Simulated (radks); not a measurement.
Q: Coherent X-ray form factor from a spherical all-electron density. All-electron calculation, scalar-relativistic Kohn-Sham, PBE, spin-unpolarised, spherical densities, point nucleus. Program: a radial shooting solver on a logarithmic mesh with Libxc functionals.

sin(theta)/lambda (1/angstrom)  f0 (electrons)
0.05                                    75.318
0.1                                     73.382
0.15                                    70.482
0.2                                     66.988
0.25                                    63.247
0.3                                     59.520
0.4                                     52.685
0.5                                     46.942
0.6                                     42.159
0.8                                     34.512
1                                       28.486
1.25                                    22.777
1.5                                     18.908
2                                       14.702

The species is in the configuration that NIST lists as its ground one. Which atom or ion scatters so?

A: The gold ion Au3+, [Xe] 4f14 5d8. Extrapolating in s^2 from the first two rows gives f0(0) = 76.0, near the electron count 76; among species with that count, the fall with angle is slower the higher Z, and the table is that of Z = 79; from so few rows the species is fixed only to a neighbour or two.
